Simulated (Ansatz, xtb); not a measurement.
**Relative energy of two structures of H5InOSi**

We compare a, `[SiH3][O][InH2]`, a singlet, with b, a singlet given by its coordinates. Both are gas-phase species (loosely bound parts included), relaxed with PBE0-D3(BJ)/def2-SVP; the shapes shown needn't be the lowest conformers.

a (Å):

```xyz
8

In   -1.5033    1.5318   -0.6423
O    -0.7724   -0.2667   -0.1234
Si   -1.1875   -1.8542   -0.2247
H    -0.1652   -2.6262   -1.0008
H    -2.5129   -2.0465   -0.9088
H    -1.2917   -2.4681    1.1374
H    -3.0227    1.4340   -1.4348
H    -0.4278    2.7751   -0.1695
```

b (Å):

```yaml
atoms:
  - { symbol: In, position_ang: [-2.1758, 1.5195, 1.5676] }
  - { symbol: O, position_ang: [-0.6693, -0.0205, 0.0926] }
  - { symbol: Si, position_ang: [-0.1043, -1.2277, -0.9212] }
  - { symbol: H, position_ang: [-0.2930, 1.9452, 1.5754] }
  - { symbol: H, position_ang: [0.8628, -2.1172, -0.2106] }
  - { symbol: H, position_ang: [0.5690, -0.6487, -2.1223] }
  - { symbol: H, position_ang: [-0.0613, 0.6340, 0.5032] }
  - { symbol: H, position_ang: [-1.3021, -2.0071, -1.3356] }
```

Close contacts (Å): In1–O2 2.61, O2–Si3 1.67, In1–H4 1.93, O2–H7 0.98, Si3–H5 1.49, Si3–H6 1.49, Si3–H8 1.49.

Task: Which of the two would you expect CCSD(T)/def2-TZVP electronic energies to favour?

Result: Structure a; the calculation gives E(b) − E(a) = +6.8 kcal/mol.

Level by level:

```tsv
level	geometry	E(b) − E(a) (kcal/mol)	departure from the last row (kcal/mol)	job, with rough time for the two
GFN2-xTB	GFN2-xTB	−30.6	−37.4	optimisation, 0.43 s
HF/STO-3G	GFN2-xTB	+83.6	+76.8	single point, 1.7 s
r2SCAN-D4/def2-SVP	GFN2-xTB	+5.5	−1.3	single point, 4.4 s
PBE0-D3(BJ)/def2-SVP	PBE0-D3(BJ)/def2-SVP	−0.4	−7.2	optimisation, 94 s
HF/def2-TZVP	PBE0-D3(BJ)/def2-SVP	+7.2	+0.3	part of the CCSD(T) run
MP2/def2-TZVP	PBE0-D3(BJ)/def2-SVP	+6.2	−0.6	part of the CCSD(T) run
CCSD(T)/def2-TZVP	PBE0-D3(BJ)/def2-SVP	+6.8		single point, 88 s
```

GFN2-xTB puts the two in the other order. PBE0-D3(BJ)/def2-SVP finds them nearly level. The largest departure from CCSD(T)/def2-TZVP is that of HF/STO-3G, 76.8 kcal/mol.

With harmonic frequencies from PBE0-D3(BJ)/def2-SVP (ideal gas, rigid rotor, one conformer each, 200 K, 1 atm): on the last row, ΔE + ΔZPE = +8.9 kcal/mol. A mode under 50 cm⁻¹ makes harmonic enthalpies and free energies unreliable, so none is given.

The correlated steps freeze 10 core orbitals; the filled d shell of In is correlated, in a basis made for valence electrons. Atoms past krypton carry core potentials in the def2 sets, other sets are all-electron and non-relativistic, and no spin–orbit term is included. Codes used: Ansatz 0.2.0, xtb 6.7.1; the last row on 1 thread of Intel(R) Xeon(R) Platinum 8259CL CPU @ 2.50GHz (Skylake/Cascade Lake) on a shared host.
